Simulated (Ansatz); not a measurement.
`CBC(C)=S` and `CBC=S` differ in one atom or group.

Ansatz, PBE0-D4/def2-TZVP geometries, multiplicity 1. Each molecule was computed in one conformer, which needn't be the lowest. `CBC(C)=S` holds a close contact that its SMILES doesn't draw: S···B 2.24 Å.

```tsv
property	`CBC(C)=S`
HOMO–LUMO gap (B3LYP/def2-TZVPP) / eV	4.35
LUMO energy (PBE/def2-TZVPP) / eV	-3.16
HOMO energy (B3LYP/def2-TZVPP) / eV	-6.77
HOMO energy (PBE/def2-TZVPP) / eV	-5.87
HOMO energy (ωB97M-V/def2-TZVPP) / eV	-9.11
LUMO energy (B3LYP/def2-TZVPP) / eV	-2.42
```

(1) Give the same properties after the change, and the shifts. (Best estimate.)

Answers

(1) Computed: 
```tsv
property	`CBC=S`	shift
HOMO–LUMO gap (B3LYP/def2-TZVPP) / eV	3.97	-0.38
LUMO energy (PBE/def2-TZVPP) / eV	-3.52	-0.36
HOMO energy (B3LYP/def2-TZVPP) / eV	-6.73	0.04
HOMO energy (PBE/def2-TZVPP) / eV	-5.83	0.04
HOMO energy (ωB97M-V/def2-TZVPP) / eV	-9.09	0.02
LUMO energy (B3LYP/def2-TZVPP) / eV	-2.77	-0.35
```

B3LYP here is the variant with VWN-RPA as its local correlation; programs differ in this.
